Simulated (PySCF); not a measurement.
## Excitation energy of N²⁺ by level of theory

N²⁺ [He] 2s2 2p1 (2P) → N²⁺ [He] 2s1 2p2 (4P), as a difference of total energies. All numbers are calculated (PySCF 2.14, the spin-free X2C one-electron Hamiltonian (Gaussian nucleus), in x2c-QZVPPall with one added diffuse shell each of s, p, d, f type (8s5p4d3f1g, 73 functions)). Correlated levels: valence: 1s2 frozen. The calculations carry no spin-orbit coupling.

| method | excitation energy (eV) |
| --- | --- |
| UHF | 5.165 |
| MP2 (valence) | 6.443 |
| SCS-MP2 (valence) | 6.922 |
| CCSD (valence) | 7.052 |
| CCSD(T) (valence) | 7.082 |

**Question.** How much does correlation contribute at CCSD(T) (valence)?

**Answer.** 7.082 − (5.165) = 1.917 eV, measured against UHF.
